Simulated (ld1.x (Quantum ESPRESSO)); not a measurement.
# Pt: variants of one TM semilocal potential

Base potential:

Pt, norm-conserving Troullier–Martins (semilocal form), made with ld1.x (Quantum ESPRESSO) 7.5 (BLYP, scalar-relativistic). Core [Kr] 4d10, reference 4f14 5s2 5p6 5d9 6s0.75 6p0.25. Waves: 5s (bound): rc 0.90 bohr; 5d (bound): rc 2.20 bohr; 4f (bound): rc 0.65 bohr; 5p (bound): rc 1.35 bohr. Local part: the p channel. Core correction: Bessel-smoothed model core, default radius (core density twice the valence density).

Occupied shells without a wave of their own: 6p, 6s. They enter only through the test configuration that unscreens the potential, and ld1.x also counts them in the model core charge.

Cutoffs, loose and tight: the cutoffs (Ry, on a coarse ladder) from which the occupation-weighted sum of valence levels, in a spherical-Bessel basis at the reference potential, stays within 10 and 1 mRy of its value at 400 Ry. They do not see the model core or the augmentation charge, which bear on the density cutoff. Test errors are all-electron minus pseudo excitation energies from the reference, over the configurations 4f14 5s2 5p6 5d9 6s1 6p0; 4f14 5s2 5p6 5d9 6s0 6p0; 4f14 5s2 5p6 5d8 6s0 6p0; 4f14 5s1 5p6 5d9 6s1 6p0; 4f14 5s2 5p6 5d10 6s0 6p0; 4f14 5s2 5p6 5d8 6s2 6p0; 4f14 5s2 5p6 5d8 6s1 6p1. A dash means not determined; rows that change the core or the reference have their own tests.

With those shells counted twice in exchange and correlation these files are broken, and their errors move erratically; no question is asked of them.

Cutoffs are not given where the Bessel-basis levels miss the radial ones by over 6 mRy, ghosts where they miss by over 20 mRy; a channel whose overlap is not positive is not tested.

In the semilocal form every listed channel keeps its own potential, so the choice of the local channel does not act on these tests. It acts once the file is put into the separable form.

A semilocal file is local in each channel, so a ghost entry of none says nothing of the separable form that plane-wave codes build from it.

The default core radius of the base comes out at 0.28 bohr.

```csv
change,outcome,"cutoff, loose","cutoff, tight",bound ghosts,largest test error (meV)
base,generated,–,–,not determined,-323
"core [Kr] 4d10 4f14, valence charge 18; reference 5s2 5p6 5d9 6s1 6p0; waves now 5s (bound): rc 1.15 bohr; 5p (bound): rc 1.25 bohr; 5d (bound): rc 1.95 bohr; local potential the d channel; core correction Bessel-smoothed model core inside 1.00 bohr","generated, misses its reference levels by 0.27 eV",140 Ry,200 Ry,none,-856
local potential the f channel,generated,–,–,not determined,-323
wave 5s (bound): rc 0.90 bohr becomes 5s (bound): rc 1.24 bohr,"generated, misses its reference levels by 0.52 eV",–,–,not determined,-810
wave 5p (bound): rc 1.35 bohr becomes 5p (bound): rc 1.26 bohr,generated,–,–,not determined,-314
core correction none,generated,–,–,not determined,-200
wave 4f (bound): rc 0.65 bohr becomes 4f (bound): rc 0.56 bohr,generated,–,–,not determined,-323
"all radii but the core radius scaled by about 1.13 (s 1.02, p 1.52, d 2.50, f 0.74 bohr)",generated,–,–,not determined,-374
"type ultrasoft, which also changes the form from semilocal to separable; waves now 5s (bound): rc 0.90 bohr; 6s (bound): rc 0.90 bohr; 5p (bound): rc 1.35 bohr; 6p (bound): rc 1.35 bohr; 5d (bound): rcut 1.90, rcutus 2.20 bohr; 5d channel at 0.4 Ry: rcut 1.90, rcutus 2.20 bohr; 4f (bound): rcut 0.55, rcutus 0.65 bohr; 4f channel at -4.7 Ry: rcut 0.55, rcutus 0.65 bohr; local potential all-electron potential smoothed inside 0.60 bohr (lloc = -2); augmentation PSQ, radius 0.50 bohr",failed: compute_chi: chi too large beyond r_c,–,–,–,–
reference 4f14 5s2 5p6 5d9 6s1 6p0,generated,–,–,not determined,-763
wave 5d (bound): rc 2.20 bohr becomes 5d (bound): rc 2.38 bohr,generated,–,–,not determined,-330
functional Wu–Cohen,generated,–,–,not determined,-410
```
